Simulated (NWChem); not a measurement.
System: C4H4OS; SMILES C1(=O)CSC1=C

Parts of the log:

```
             Northwest Computational Chemistry Package (NWChem) 7.3.0
             --------------------------------------------------------

                             Geometry "geometry" -> ""
                             -------------------------

 Output coordinates in angstroms (scale by  1.889725989 to convert to a.u.)

  No.       Tag          Charge          X              Y              Z
 ---- ---------------- ---------- -------------- -------------- --------------
    1 C                    6.0000     2.10124800    -0.21545800     0.00000000
    2 C                    6.0000     0.78846800     0.02759100     0.00000000
    3 S                   16.0000    -0.23390400     1.48103500     0.00000000
    4 C                    6.0000    -1.49329700     0.13786300     0.00000000
    5 C                    6.0000    -0.37722700    -0.91059200     0.00000000
    6 O                    8.0000    -0.43348900    -2.10442500     0.00000000
    7 H                    1.0000     2.85056500     0.57883200     0.00000000
    8 H                    1.0000     2.43763600    -1.25561100     0.00000000
    9 H                    1.0000    -2.12551600     0.11365700    -0.90050900
   10 H                    1.0000    -2.12551600     0.11365700     0.90050900

 Effective nuclear repulsion energy (a.u.)     266.5858859949

  xc_inp: hfexch multiplicative factor not found.

                                 NWChem DFT Module
                                 -----------------

 Summary of "ao basis" -> "ao basis" (spherical)
 ------------------------------------------------------------------------------
       Tag                 Description            Shells   Functions and Types
 ---------------- ------------------------------  ------  ---------------------
 C                           6-31g*                  6       14   3s2p1d
 S                           6-31g*                  8       18   4s3p1d
 O                           6-31g*                  6       14   3s2p1d
 H                           6-31g*                  2        2   2s

            General Information
            -------------------
          SCF calculation type: DFT
          Wavefunction type:  closed shell.
          No. of atoms     :    10
          No. of electrons :    52
           Alpha electrons :    26
            Beta electrons :    26
          Charge           :     0
          Spin multiplicity:     1
          Use of symmetry is: off; symmetry adaption is: off
          Maximum number of iterations: 150
          AO basis - number of functions:    96
                     number of shells:    46
          Convergence on energy requested:  1.00D-06
          Convergence on density requested:  1.00D-05
          Convergence on gradient requested:  5.00D-04

              XC Information
              --------------
                     Hartree-Fock (Exact) Exchange  1.000

      Superposition of Atomic Density Guess
      -------------------------------------

 Sum of atomic energies:        -624.84397994

      Non-variational initial energy
      ------------------------------

 Total energy =    -628.012654
 1-e energy   =   -1386.854138
 2-e energy   =     492.255598
 HOMO         =      -0.241139
 LUMO         =      -0.057697

     ---------------------------------------------
      Total Density - Mulliken Population Analysis
     ---------------------------------------------

    Atom       Charge   Shell Charges
 -----------   ------   -------------------------------------------------------
    1 C    6     6.50   2.00  0.74  1.96  0.63  1.15  0.03
    2 C    6     6.04   2.00  0.73  1.76  0.55  0.96  0.04
    3 S   16    15.95   2.00  2.00  5.98  1.33  2.95  0.49  1.15  0.05
    4 C    6     6.50   2.00  0.71  1.86  0.70  1.20  0.03
    5 C    6     5.12   2.00  0.70  1.50  0.44  0.40  0.09
    6 O    8     8.84   2.00  0.95  3.10  0.94  1.82  0.02
    7 H    1     0.77   0.46  0.31
    8 H    1     0.76   0.46  0.31
    9 H    1     0.76   0.46  0.30
   10 H    1     0.76   0.46  0.30

[...]

                     NWChem Electrostatic Potential Fit Module
                     -----------------------------------------

 Atom parameters

 Number of atoms is                                   10
 Number of basis functions is                         96

 Grid parameters

 Maximum number of grid points is                  40012
 Number of grid points is                          40011
 Grid range                                     0.300000 nm
 Grid spacing                                   0.020000 nm
 Probe radius                                   0.070000 nm
 Atom radius factor                             1.000000

 Atomic radii

    1    0.100000
    6    0.147000
    8    0.136000
   16    0.174000
 FASTESP  F
  using M.O. file = ./job.movecs

    Atom              Coordinates                           Charge

                                                  ESP

    1 C     0.210125   -0.021546    0.000000   -0.430128
    2 C     0.078847    0.002759    0.000000    0.121686
    3 S    -0.023390    0.148104    0.000000   -0.233491
    4 C    -0.149330    0.013786    0.000000    0.057058
    5 C    -0.037723   -0.091059    0.000000    0.455822
    6 O    -0.043349   -0.210443    0.000000   -0.498184
    7 H     0.285057    0.057883    0.000000    0.224661
    8 H     0.243764   -0.125561    0.000000    0.189869
    9 H    -0.212552    0.011366   -0.090051    0.056602
   10 H    -0.212552    0.011366    0.090051    0.056105
                                            ------------
                                               -0.000000

 Dipole moment                                  0.574202

 Quadrupole moment Qxx                         17.331234
                   Qyy                        -18.012257
                   Qzz                          0.681023

 RMS deviation kJ/mol                           0.087834

 RRMS %                                        37.111256
```

Level: Hartree-Fock/6-31G* (spherical d). Coordinates come from a PBE0/def2-SVP optimisation.

Write an input that gives this output.

One answer among several that fit: the input that was run:
```
start job
memory heap 200 mb stack 900 mb global 1100 mb
geometry units angstroms noautosym nocenter noautoz
  C      2.101248    -0.215458     0.000000
  C      0.788468     0.027591     0.000000
  S     -0.233904     1.481035     0.000000
  C     -1.493297     0.137863     0.000000
  C     -0.377227    -0.910592     0.000000
  O     -0.433489    -2.104425     0.000000
  H      2.850565     0.578832     0.000000
  H      2.437636    -1.255611     0.000000
  H     -2.125516     0.113657    -0.900509
  H     -2.125516     0.113657     0.900509
end
basis spherical
  * library 6-31g*
end
dft
  xc hfexch
  iterations 150
  mulliken
end
task dft energy
esp
  recalculate
  probe 0.07
  range 0.3
  factor 1.0
  spacing 0.02
end
task esp
```
